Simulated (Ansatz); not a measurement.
Geometry optimisation, Ansatz, RKS PBE-D4/def2-SVP.

Input:

```yaml
crystal:
  periodic: [false, false, false]
  atoms:
    - { symbol: B, position_ang: [-0.093349, 0.567615, -0.43641] }
    - { symbol: "N", position_ang: [0.000211, -0.02566, 2.235735] }
    - { symbol: H, position_ang: [-0.751547, -0.459849, 2.782436] }
    - { symbol: H, position_ang: [0.876521, -0.16883, 2.753777] }
    - { symbol: H, position_ang: [1.001944, 0.10537, -0.686112] }
    - { symbol: F, position_ang: [-1.212156, -0.120032, -0.661443] }
    - { symbol: S, position_ang: [-0.203144, 2.379027, 0.012511] }
    - { symbol: H, position_ang: [-1.562967, 2.391957, 0.119225] }
    - { symbol: H, position_ang: [-0.167313, 1.004601, 2.226081] }
basis:
  gaussian: { orbitals: def2-SVP }
hamiltonian:
  xc: pbe
  dispersion: d4
relax:
  f_tol: 0.03
  max_steps: 50
```

Command:

```bash
$ ansatz run input.yaml --threads 2 --pin off --max-ram 3072MiB --backend cpu --events-out ev --progress --plain --runs-dir out
```

Task: Where does it end, and by what steps?

Result: The run converged. After 9 steps the energy has fallen by 0.646 eV; H3 moved furthest, 0.66 Å. Joined: B1–N2 (2.74 → 1.69 Å).

| step | energy less start (eV) | largest force component (eV/Å) | accepted |
| --- | --- | --- | --- |
| 0 | 0.0000 | 0.620 | yes |
| 1 | -0.1047 | 1.076 | yes |
| 2 | -0.2767 | 1.473 | yes |
| 3 | -0.5182 | 1.061 | yes |
| 4 | -0.4522 | 2.826 | no |
| 5 | -0.6211 | 0.339 | yes |
| 6 | -0.6383 | 0.227 | yes |
| 7 | -0.6446 | 0.062 | yes |
| 8 | -0.6451 | 0.128 | yes |
| 9 | -0.6456 | 0.007 | yes |

```xyz
9
Properties=species:S:1:pos:R:3
B -0.065 0.458 0.187
N -0.030 0.199 1.861
H -0.796 -0.441 2.124
H 0.861 -0.203 2.185
H 1.021 0.059 -0.228
F -1.180 -0.273 -0.216
S -0.202 2.352 -0.045
H -1.551 2.412 0.151
H -0.170 1.110 2.325
```

Whether the end is a true minimum wasn't checked by a vibrational analysis.

Time of the run: 15 s on 2 threads of Arm Neoverse V2, on a shared host, peak memory 0.14 GiB.
